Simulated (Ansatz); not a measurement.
Consider the ligand exchange at the Si–N bond: `C=N[SiH2]N` + `C=CS` → `C=CS[SiH2]N` + `C=N`.

Isolated molecules relaxed with PBE0-D4/def2-TZVP in Ansatz; ΔE leaves out vibrations. CBS: MP2 limit from def2 TZ/QZ plus the TZ coupled-cluster correction, frozen cores. This one scheme is used for every species. Functionals use def2-TZVPP. Each species was taken in one conformer, which may not be the lowest.

`C=N[SiH2]N`:

Cartesian coordinates in Å:
```
C 1.780 -0.486 -0.773
N 1.130 0.150 0.096
Si -0.511 -0.256 0.549
N -1.621 1.030 0.369
H 2.808 -0.198 -1.024
H 1.383 -1.351 -1.331
H -0.997 -1.387 -0.296
H -0.452 -0.622 1.984
H -1.569 1.834 0.973
H -1.952 1.287 -0.547
```

`C=CS`:

Cartesian coordinates in Å:
```
C -0.662 -0.419 0.830
C 0.166 -0.148 -0.171
S 0.458 1.468 -0.776
H -1.219 0.354 1.347
H -0.804 -1.441 1.158
H 0.711 -0.940 -0.672
H 1.349 1.125 -1.716
```

`C=CS[SiH2]N`:

```xyz
12

C     1.535   -0.109    2.086
C     0.830   -0.584    1.067
S     1.311   -0.404   -0.615
Si   -0.631   -0.311   -1.525
N    -1.573    1.097   -1.290
H     1.225   -0.307    3.105
H     2.437    0.473    1.937
H    -0.069   -1.170    1.242
H    -1.424   -1.437   -0.971
H    -0.326   -0.454   -2.968
H    -2.063    1.224   -0.418
H    -1.253    1.982   -1.650
```

`C=N`:

```xyz
5

C    -0.304    0.230    0.085
N     0.391   -0.811    0.238
H    -0.084    1.031   -0.629
H    -1.195    0.363    0.702
H     1.191   -0.812   -0.396
```

| level | ΔE (kJ/mol) |
| --- | --- |
| ωB97M-V | -19.7 |
| HF/def2-QZVPP | -7.3 |

(1) What does CCSD(T)/CBS give? (An estimate is asked.)

Largest T1 diagnostic among the species: 0.012.

Answers

(1) The calculation gave: -22.6 kJ/mol. The listed levels differ from it by 2.9, 15.3 kJ/mol.

The D4 term adds −4.7 kJ/mol with B3LYP and −2.8 kJ/mol with PBE0; it sums over pairs of atoms, weighted by their polarisabilities, and B3LYP, whose exchange is more repulsive, gets the larger term. In def2-TZVPP, CCSD(T) changes the Hartree–Fock value by −12.7 kJ/mol (the triples alone add −2.5 kJ/mol) and MP2 by −13.8 kJ/mol.

B3LYP here is the variant with VWN-RPA as its local correlation; programs differ in this.
